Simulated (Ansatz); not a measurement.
Reaction (substitution at a C–C bond): `C[CH]1[CH2][GeH2]1` + HCl → `Cl[CH]1[CH2][GeH2]1` + CH₄

Computed with Ansatz on PBE0-D4/def2-TZVP structures; ΔE is electronic, products minus reactants. CCSD(T)/CBS adds triple-zeta CCSD(T) − MP2 to the extrapolated MP2 energy (def2 sets, frozen cores). This one scheme is used for every species. Functionals use def2-TZVPP. For Ge outer-core shells are correlated without core-valence functions, which leaves a few kJ/mol of doubt a bond. Scalar relativity is left out up to krypton.

`C[CH]1[CH2][GeH2]1`:

Cartesian coordinates in Å:
```
C 0.131 -0.977 1.208
C -0.335 -0.478 -0.133
C -0.806 0.967 -0.238
Ge 0.811 0.620 -1.265
H 0.662 -1.928 1.121
H 0.808 -0.264 1.686
H -0.718 -1.124 1.886
H -0.952 -1.186 -0.681
H -0.703 1.571 0.659
H -1.727 1.158 -0.778
H 2.130 1.117 -0.684
H 0.701 0.524 -2.781
```

HCl:

Z-matrix (Å, degrees):
```
Cl
H 1 1.279
```

`Cl[CH]1[CH2][GeH2]1`:

Cartesian coordinates in Å:
```
Cl 1.560 -1.798 0.223
C 0.727 -0.276 0.500
C 0.384 0.564 -0.715
Ge -1.194 -0.072 0.235
H 1.177 0.254 1.332
H 0.672 1.610 -0.687
H 0.564 0.092 -1.675
H -1.947 0.871 1.164
H -1.942 -1.245 -0.377
```

CH₄:

Z-matrix (Å, degrees):
```
C
H 1 1.090
H 1 1.090 2 109.5
H 1 1.090 2 109.5 3 -120.0
H 1 1.090 2 109.5 3 120.0
```

Is it downhill or uphill in electronic energy at CCSD(T)/CBS, and by how much? (An estimate is asked.)

Ansatz gave: Uphill: ΔE = +0.23 eV.

What do these levels give: ωB97X-V, ωB97M-V, B2PLYP, MP2/def2-QZVPP, SCS-MP2/def2-QZVPP, HF/CBS(def2)? (An estimate is asked.)

The calculation gave: ωB97X-V 0.19, ωB97M-V 0.19, B2PLYP 0.18, MP2/def2-QZVPP 0.23, SCS-MP2/def2-QZVPP 0.22, HF/CBS(def2) 0.20 eV.

Largest T1 diagnostic among the species: 0.011.

In def2-TZVPP, CCSD(T) changes the Hartree–Fock value by +0.06 eV (the triples alone add −0.01 eV) and MP2 by +0.05 eV. From PBE to PBE0 (25 % exact exchange), in def2-TZVPP and without D4, ΔE moves by +0.05 eV.
